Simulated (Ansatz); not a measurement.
**Energy profile**

The step: CH₄SZn ([CH3][Zn][SH]) + H₂ → CH₄Zn ([CH3][ZnH]) + H₂S; bonds formed: Zn1–H5, S2–H4; bonds broken: Zn1–S2, H4–H5 (atoms numbered as in the saddle structure below).

Zn1  (-0.384, 0.148, -0.010)
S2  (0.774, 2.037, -1.193)
C3  (0.180, -1.272, 1.190)
H4  (-0.801, 1.542, -1.140)
H5  (-1.664, 0.920, -0.864)
H6  (0.990, 1.250, -2.261)
H7  (1.049, -1.784, 0.770)
H8  (0.471, -0.841, 2.151)
H9  (-0.615, -2.000, 1.357)
(Å)

Electronic energies by CCSD(T) at an estimated basis limit (MP2 extrapolated from triple and quadruple zeta, plus CCSD(T) − MP2 in triple zeta), on PBE0-D4/def2-TZVP structures; CH$_{6}$SZn, closed shell; no counterpoise correction. Computed with Ansatz 0.2.0 (basis: def2-TZVPP and def2-QZVPP); correlated methods freeze the cores. The 3s and 3p shells of Cu and Zn are frozen; filled d shells are correlated. Extrapolation: Hartree–Fock as exp(−7.88 √X), correlation as X^−2.97.

(1) Give the profile in eV, counted from the separated reactants. (Judge from chemistry; the value comes from the calculation.)

No T1 diagnostic of these runs exceeds 0.015.

Answers

(1) Computed:
| point | eV |
| --- | --- |
| separated: CH$_{4}$SZn (linked as [CH3][Zn][SH]; Zn1, S2, C3, H6, H7, H8, H9; singlet) + H$_{2}$ (H4, H5; singlet) | 0.000 |
| start structure | -0.025 |
| saddle | 1.576 |
| end structure | 0.746 |
| separated: CH$_{4}$Zn (linked as [CH3][ZnH]; Zn1, C3, H5, H7, H8, H9; singlet) + H$_{2}$S (S2, H4, H6; singlet) | 0.916 |

For scale, one of the runs: CCSD(T)/def2-TZVPP, 221 basis functions (an equivalent command: `ansatz run in.yaml --threads 4`). Hardware: 4 CPU threads, shared host. Wall time 22 s; peak host memory 3.4 GiB.
